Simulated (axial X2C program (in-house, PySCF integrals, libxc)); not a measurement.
**Correcting the dissociation energy of IF for spin–orbit coupling**

A spin-free CCSD(T) curve (one-electron X2C) was computed with an in-house all-electron X2C program for linear molecules (integrals from PySCF), basis I dyall-cv3z [11s12p8d4f1g], F dyall-av3z [7s6p3d2f] (cores contracted in-house), for the state M_S = 0, Λ = 0 (closed shell). It gives D0 = 2.904 eV to I + F, which in a spin-free picture are the weighted means of the ground terms.

Correlated methods: 14 electrons correlated (number of frozen shells: I 4 s, 3 p, 2 d; F 1 s), 244 virtual spin orbitals or spinors in MP2, 90 natural virtuals in coupled cluster.

Measured levels of the ground terms (NIST Handbook of Basic Atomic Spectroscopic Data), in cm⁻¹: I 2P: J = 3/2 at 0, J = 1/2 at 7603.1; F 2P: J = 3/2 at 0, J = 1/2 at 404.1.

The molecular state has Λ = 0, so it has no first-order lowering.

How far does each ground level lie under the (2J+1)-weighted mean of its term?

I: (4 × 0 + 2 × 7603.1)/6 = 2534 cm⁻¹; F: (4 × 0 + 2 × 404.1)/6 = 135 cm⁻¹.

Correct D0.

D0 = 2.904 + (0 − 2669)/8065.5 = 2.573 eV at CCSD(T) with these spin–orbit terms. The direct two-component run gives 2.675 eV; the difference holds second-order terms in the molecule, scalar two-electron terms, the gap between measured and computed atomic splittings (a 2c atom can miss part of its lowering) and, in coupled cluster, the truncation of each run.

Second-order spin–orbit effects in the molecule, which grow quickly with Z, are left out. The state is a single determinant with fixed occupations, the lowest that a limited PBE0 search found. De is counted from the lowest determinant-based energies of the atoms at the same level, without counterpoise correction. CCSD and (T) use frozen natural virtuals with an MP2 correction for the truncation; (T) itself is uncorrected, so its De runs slightly low.
